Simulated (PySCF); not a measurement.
Optical rotation: `C[SiH2][C@@H]([SiH3])[Si@H](N)F`, C₂H₁₂FNSi₃

Cartesian coordinates in Å; atom numbers follow the order of the lines, from 1:
```xyz
19

C    -2.061   -1.682    0.382
Si   -1.504    0.130    0.500
C     0.031    0.429   -0.583
Si    0.551    2.262   -0.612
Si    1.470   -0.715   -0.145
N     1.946   -0.419    1.475
F     2.795   -0.335   -0.990
H    -1.280   -2.363    0.706
H    -2.326   -1.948   -0.637
H    -2.933   -1.863    1.002
H    -2.609    0.992    0.054
H    -1.215    0.438    1.911
H    -0.256    0.178   -1.609
H    -0.577    3.054   -1.121
H     0.877    2.720    0.740
H     1.694    2.466   -1.503
H     1.257   -2.108   -0.542
H     1.274   -0.498    2.217
H     2.854   -0.729    1.778
```

Theory: TDDFT CAM-B3LYP/def2-SVPD circular dichroism and optical rotation, one conformer, gas phase (PySCF). Geometry: GFN2-xTB.

The molecule is flexible and this is one conformer; a measurement averages over conformers.

Stereocentres: C3 R, Si5 R.

Task: Give the optical rotatory dispersion at 633, 589.3, 546, 436, 405, 365, 355 nm.

Result: [α] in deg dm⁻¹ (g/mL)⁻¹:
```csv
λ (nm),origin-invariant length gauge,modified velocity gauge,length gauge (centre of mass),isotropic polarisability (au)
633,-87.4,-88.8,-87.1,111.5
589.3,-103.1,-104.8,-102.7,112.0
546,-123.4,-125.4,-122.9,112.5
436,-216.7,-220.4,-215.8,114.8
405,-264.4,-269.0,-263.4,115.8
365,-356.3,-362.8,-354.9,117.7
355,-387.5,-394.6,-385.9,118.2
```

Task: And for the mirror image at 589.3 nm?

Result: +103.1 deg dm⁻¹ (g/mL)⁻¹ (origin-invariant length gauge): the same size and the opposite sign.

Task: What is the molar rotation [Φ] = [α]·M/100 of the geometry above at 589.3 nm?

Result: With M = 153.38 g/mol, -158.1 deg cm² dmol⁻¹ (origin-invariant length gauge).

The first excitation lies at 6.79 eV (183 nm) with R = -15.3 × 10⁻⁴⁰ esu² cm² (velocity form).
